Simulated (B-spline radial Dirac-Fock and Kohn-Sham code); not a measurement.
Electron momentum distribution of Sc⁺: Compton profiles

System: scandium as Sc⁺, [Ar] 3d2 (an excited configuration).

The run's input, task.json:

```json
{"items": [{
  "Z": 21,
  "q": 1,
  "cfg": [[1, 0, 2], [2, 0, 2], [2, 1, 6], [3, 0, 2], [3, 1, 6], [3, 2, 2]],
  "A": 45,
  "rrms": 3.5459,
  "do": ["scatter"],
  "s": [0.0, 0.05, 0.1, 0.15, 0.2, 0.25, 0.3, 0.35, 0.4, 0.45, 0.5, 0.6, 0.7, 0.8, 0.9, 1.0, 1.1, 1.2, 1.4, 1.6, 1.8, 2.0, 2.5, 3.0, 3.5, 4.0, 5.0, 6.0],
  "pz": [0, 0.1, 0.13, 0.18, 0.23, 0.31, 0.41, 0.55, 0.73, 0.97, 1.3, 1.7, 2.3, 3.0, 4.0, 5.3, 7.0, 9.3, 12.0, 16.0, 22.0],
  "hv_scatter": [5000, 17479.3, 30000, 50000, 100000, 200000, 500000, 1000000]
}]}
```

Run with: `python xray_run.py task.json out`

Model: the impulse approximation on Dirac-Fock densities. Program: a radial finite-basis atomic code. pz is in atomic units of momentum; subshell profiles are per electron, for a selection of subshells; open shells are spread over both j values by their weights.

```
  pz  J total   J 2s1/2   J 3p1/2   J 3d3/2   J 3d5/2
   0    4.433     0.163     0.307     0.355     0.356
 0.1    4.423     0.163     0.307     0.355     0.356
0.13    4.416     0.163     0.307     0.355     0.356
0.18    4.401     0.162     0.307     0.355     0.356
0.23    4.379     0.162     0.307     0.355     0.356
0.31    4.332     0.161     0.306     0.354     0.354
0.41    4.247     0.160     0.304     0.349     0.350
0.55    4.070     0.158     0.297     0.333     0.334
0.73    3.747     0.154     0.280     0.296     0.297
0.97    3.213     0.147     0.245     0.233     0.233
 1.3    2.466     0.136     0.183     0.155     0.155
 1.7    1.746     0.120     0.110    0.0915    0.0912
 2.3    1.120    0.0944    0.0419    0.0424    0.0422
   3   0.7961    0.0659    0.0122    0.0182    0.0181
   4   0.5763    0.0349   0.00474   0.00590   0.00585
 5.3   0.3915    0.0132   0.00444   0.00155   0.00153
   7   0.2335   0.00438   0.00309  0.000327  0.000323
 9.3   0.1227   0.00319   0.00136  5.48e-05  5.40e-05
  12  0.06508   0.00293  0.000477  9.51e-06  9.33e-06
  16  0.02983   0.00180  0.000112  1.11e-06  1.08e-06
  22  0.01091  0.000674  1.73e-05    < 1e-6    < 1e-6
```

J(0) = 4.433. The 3p3/2 subshell gives the largest part, 28 %.

Mean momentum ⟨p⟩ by subshell (a.u.): 1s1/2 17.6, 2s1/2 5.62, 2p1/2 7.55, 2p3/2 7.49, 3s1/2 2.12, 3p1/2 2.40, 3p3/2 2.39, 3d3/2 1.92, 3d5/2 1.91.

Values without a named source are computed, but for edge energies of neutral atoms, which are taken from tables.
